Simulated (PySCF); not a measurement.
Delta-SCF ions had no search for a lower state. Excitations are Tamm–Dancoff values on a coarser integration grid. The basis has no diffuse functions, so Rydberg states are missing or too high.

Species: Cl₃FSn, SMILES `[F][Sn]([Cl])([Cl])[Cl]` (charge 0, multiplicity 1).

Task: Predict the brightest of the four lowest singlets (TDA), vertical ionisation energy (Delta-SCF), LUMO, dipole moment and HOMO–LUMO gap from ωB97X-D3(BJ)/def2-TZVP // PBE0-D3(BJ)/def2-TZVP (PySCF).

Result: 
| Item | Value |
|---|---|
| brightest of the four lowest singlets (TDA) | 6.45 eV |
| vertical ionisation energy (Delta-SCF) | 12.63 eV |
| LUMO | -1.09 eV |
| dipole moment | 1.11 D |
| HOMO–LUMO gap | 11.38 eV |
